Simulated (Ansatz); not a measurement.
Relaxation of C₂H₇BOS (12 atoms, charge 0, multiplicity 1), to a largest force component of 0.02 eV/Å in at most 50 steps.

All numbers below come from RKS PBE/6-31G* (Ansatz).

```xyz
12
Properties=species:S:1:pos:R:3
C -1.136 1.136 -0.113
B -0.525 -0.208 -0.532
C 0.719 -0.771 0.235
O 0.545 -0.866 1.615
S 2.169 0.339 0.001
H -0.449 2.017 -0.257
H -1.482 1.144 0.940
H -2.027 1.392 -0.776
H -0.997 -0.829 -1.358
H 1.027 -1.768 -0.144
H -0.063 -1.710 1.764
H 2.295 0.068 -1.340
```

**Question.** Where does it end, and by what steps?

**Answer.** The run converged. After 20 steps the energy has fallen by 1.229 eV; H11 moved furthest, 1.15 Å. Joined: B2–S5 (2.80 → 2.05 Å).

```
step  energy less start (eV)  largest force component (eV/Å)  accepted
   0                  0.0000                           2.147       yes
   1                 -0.3573                           0.861       yes
   2                 -0.4453                           0.415       yes
   3                 -0.5196                           0.469       yes
   4                 -0.5996                           0.523       yes
   5                 -0.6937                           0.435       yes
   6                 -0.7276                           0.930       yes
   7                 -0.7888                           1.028       yes
   8                 -0.8786                           0.513       yes
   9                 -0.9304                           1.716       yes
  10                 -1.0040                           1.504       yes
  11                 -1.0872                           1.361       yes
  12                 -1.1954                           0.967       yes
  13                 -1.1116                           0.937        no
  14                 -1.2192                           0.405       yes
  15                 -1.2221                           0.176       yes
  16                 -1.2270                           0.153       yes
  17                 -1.2282                           0.086       yes
  18                 -1.2286                           0.025       yes
  19                 -1.2285                           0.057        no
  20                 -1.2287                           0.015       yes
```

```xyz
12
Properties=species:S:1:pos:R:3
C -1.100 1.052 0.041
B -0.107 0.000 -0.653
C 0.468 -1.159 0.229
O 0.238 -1.319 1.547
S 1.858 0.443 -0.254
H -1.094 2.014 -0.498
H -0.882 1.300 1.102
H -2.139 0.674 0.004
H -0.219 -0.232 -1.835
H 1.014 -2.033 -0.151
H -0.380 -0.601 1.818
H 2.421 -0.194 -1.317
```

The run took 38 s on 2 threads of Arm Neoverse V2, with other jobs on the host, peak memory 0.15 GiB.
